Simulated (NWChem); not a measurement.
System: iodine (I₂); SMILES II

Here is an NWChem input.

```
start job
memory heap 200 mb stack 900 mb global 1100 mb
geometry units angstroms noautosym nocenter noautoz
  I      0.000000     0.000000     1.327795
  I      0.000000     0.000000    -1.327795
end
basis spherical
  * library def2-svp
end
ecp
  I library def2-ecp
end
dft
  xc hfexch
  iterations 150
end
tddft
  nroots 8
  notriplet
end
task tddft energy
```

The geometry was optimised at PBE0-D3(BJ)/def2-TZVP. def2 effective core potentials on I; no spin-orbit coupling.

Vertical excitations in the gas phase.

Give the results of this calculation. (Hartree-Fock/def2-SVP with def2 effective core potentials on I, TDHF.) Quantities: lowest excitation, singlet (eV); oscillator strength of that lowest state; lowest state with f > 0.02, singlet (eV); oscillator strength of that bright state; orbital gap (eV).


| Property | Value |
|---|---|
| lowest excitation, singlet (eV) | 2.71 |
| oscillator strength of that lowest state | 0.001 |
| lowest state with f > 0.02, singlet (eV) | 7.42 |
| oscillator strength of that bright state | 1.352 |
| orbital gap (eV) | 9.36 |
